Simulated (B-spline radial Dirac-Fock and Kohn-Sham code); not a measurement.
What relativity does to the binding energies of In⁶⁺

System: the In⁶⁺ ion in the configuration [Kr] 4d7.

Both columns are ΔSCF binding energies of the configuration average from an atomic code on a B-spline grid: non-relativistic Hartree-Fock with a point nucleus, and Dirac-Fock with a finite nucleus and the Coulomb interaction alone, averaged over the two j levels with weights 2j+1.

```csv
shell,Hartree-Fock (eV),Dirac-Fock (eV),shift (eV),shift (%)
1s,27188.2,28136.8,+948.59,+3.49
2s,4130.5,4361.7,+231.19,+5.60
2p,3849.3,3915.7,+66.39,+1.72
3s,888.6,936.9,+48.26,+5.43
3p,772.7,787.4,+14.65,+1.90
4s,220.3,230.1,+9.73,+4.41
4p,179.1,181.7,+2.62,+1.46
4d,112.6,111.5,-1.09,-0.96
```

Relativity binds 1s, 2s, 2p, 3s, 3p, 4s, 4p more strongly, among those listed most of all 2s in relative terms, and 4d more weakly, because the contracted s and p shells screen the nucleus better.

Values without a named source are computed, but for edge energies of neutral atoms, which are taken from tables.
